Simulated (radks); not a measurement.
Results of a calculation; reference values are marked as such.
Fractional charge and spin in the 5s shell of tellurium: the spin-up occupation runs from 0 to 1 and the spin-down occupation from 0 to 1; the fullest corner is Te, [Kr] 4d10 5p(up 2, down 2) 5s(up 1, down 1). Level of theory: scalar-relativistic Kohn-Sham, PBE, spin-polarised, spherical densities, finite nucleus; Fermi nuclear charge, rms radius of each element as measured or else 0.836 A^(1/3) + 0.57 fm (a radial shooting solver on a logarithmic mesh with Libxc functionals). Energy (eV) minus the two flat planes that join the four corners (they meet along the diagonal where the two added fractions sum to one electron); zero is where a piecewise linear energy would lie.

down \ up,0,0.25,0.5,0.75,1
0,0.000,-0.908,-1.203,-0.897,0.000
0.25,-0.908,-1.148,-0.788,0.160,-0.821
0.5,-1.203,-0.788,0.213,-0.717,-1.085
0.75,-0.897,0.160,-0.717,-1.034,-0.806
1,0.000,-0.821,-1.085,-0.806,0.000

Corners above the fullest one (they belong to Te+ and the next ion): (up 1, down 0) 19.357 eV, (up 0, down 1) 19.357 eV, (up 0, down 0) 48.739 eV. With half an added electron in each spin the energy lies 0.213 eV from the planes, and with half an added electron in spin up alone -1.203 eV. The planes are only a guide here: the flat-plane condition holds for ground states with one frontier orbital, while this shell lies below other occupied shells, so the corners above the fullest one are inner-hole states and not the ground states of those ions.
